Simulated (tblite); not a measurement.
Compound: C4H10P2S.
Z-matrix (Å and degrees, GFN2-xTB geometry), rows numbered from 1:
```
C 
C   1  1.4839
C   2  1.3283  1  124.41
P   3  1.8084  2  123.28  1    -2.84
S   4  1.9333  3  116.91  2   -68.25
C   4  1.8453  3  103.28  2   162.77
P   6  1.8666  4  114.50  3    78.44
H   1  1.0901  2  110.40  3  -117.10
H   1  1.0894  2  109.86  3   124.37
H   1  1.0901  2  110.78  3     4.27
H   2  1.0840  1  116.12  3   179.55
H   3  1.0840  2  121.36  1  -178.81
H   4  1.4034  3  103.65  2    59.77
H   6  1.0948  4  109.03  3   -44.62
H   6  1.0962  4  108.02  3  -161.79
H   7  1.3929  6   94.75  4    52.17
H   7  1.3975  6   95.96  4   -39.75
```

All values are computed: GFN2-xTB (tblite) harmonic vibrations without scaling, gas phase. Errors from tens to a few hundred cm⁻¹ against measured bands are possible. Modes of hydrogen on phosphorus can be 10 to 20 % off. One conformer, not necessarily the lowest.

Harmonic wavenumbers (cm⁻¹): 48.1, 74.8, 105.0, 127.5, 141.1, 157.0, 189.2, 218.9, 303.3, 381.5, 512.9, 597.8, 623.6, 685.0, 701.1, 747.0, 777.9, 828.5, 835.8, 882.9, 901.9, 909.5, 978.7, 1027.9, 1049.2, 1061.8, 1129.7, 1142.2, 1205.7, 1300.4, 1382.9, 1392.5, 1447.5, 1461.2, 1667.5, 2174.9, 2258.4, 2333.5, 2914.6, 2924.1, 2999.2, 3005.8, 3014.5, 3018.6, 3040.7.

A = 2233, B = 890.9, C = 725.8 MHz; mass 151.998 u (most abundant isotopes); point group C1, symmetry number 1.

Problem. What is the zero-point energy?

Solution. ½Σν̃ = 27341 cm⁻¹ = 327.07 kJ/mol.

Problem. Entropy at 298.15 K, 1 bar (ideal gas, RRHO, classical rotation)?

Solution. Translation 171.51, rotation 124.63, vibration 130.72: S = 426.9 J/(mol K).

Problem. And Cp and H(298.15 K) − H(0)?

Solution. Cp = 159.70 J/(mol K), of which vibrations give 126.44 (their classical limit is 45 R = 374.2); H(298.15 K) − H(0) = 29.99 kJ/mol without the zero-point energy, 20.07 from vibrations.

Problem. Which modes carry the vibrational entropy at 298.15 K?

Solution. 48.1 cm⁻¹: 20.48; 74.8 cm⁻¹: 16.83; 105.0 cm⁻¹: 14.06; 127.5 cm⁻¹: 12.48; 141.1 cm⁻¹: 11.67; 157.0 cm⁻¹: 10.82 J/(mol K); the other 39 give 44.39 together.

Problem. What must be added to the electronic energy to get the Gibbs energy at 298.15 K and 1 bar?

Solution. ZPE + [H(298.15 K) − H(0)] − T·S = 327.07 + 29.99 − 127.27 = 229.79 kJ/mol.

Problem. Blend soft modes into free rotors: weight 1/[1 + (100 cm⁻¹/ν̃)⁴] for the oscillator and the rest for a rotor with moment μB/(μ + B), μ = h/(8π²ν), B = 10⁻⁴⁴ kg m². What vibrational entropy results?

Solution. 120.95 J/(mol K) in place of 130.72, which changes −T·S at 298.15 K by +2.91 kJ/mol.

Problem. How do the functions run with temperature in this model?

Solution. 
```json
{"T (K)": "50", "S (J/(mol K))": "250.7", "Cp (J/(mol K))": "59.3", "H − H(0) (kJ/mol)": "2.14", "G − H(0) (kJ/mol)": "-10.39", "ln q(vib)": "0.52"}
{"T (K)": "100", "S (J/(mol K))": "300.8", "Cp (J/(mol K))": "85.8", "H − H(0) (kJ/mol)": "5.83", "G − H(0) (kJ/mol)": "-24.25", "ln q(vib)": "1.92"}
{"T (K)": "373.15", "S (J/(mol K))": "465.7", "Cp (J/(mol K))": "187.4", "H − H(0) (kJ/mol)": "43.03", "G − H(0) (kJ/mol)": "-130.77", "ln q(vib)": "9.63"}
{"T (K)": "500", "S (J/(mol K))": "526.3", "Cp (J/(mol K))": "226.6", "H − H(0) (kJ/mol)": "69.39", "G − H(0) (kJ/mol)": "-193.76", "ln q(vib)": "12.92"}
{"T (K)": "750", "S (J/(mol K))": "629.2", "Cp (J/(mol K))": "280.4", "H − H(0) (kJ/mol)": "133.29", "G − H(0) (kJ/mol)": "-338.61", "ln q(vib)": "18.99"}
{"T (K)": "1000", "S (J/(mol K))": "715.0", "Cp (J/(mol K))": "315.3", "H − H(0) (kJ/mol)": "208.04", "G − H(0) (kJ/mol)": "-506.93", "ln q(vib)": "24.51"}
```

q(vib) and H(0) count from the zero-point level.

Hindered rotation and anharmonicity are outside this model. Other conformers, if any are populated, would add a mixing term that is left out. The structure is chiral; the term R ln 2 for an equal mix with its mirror image is left out.
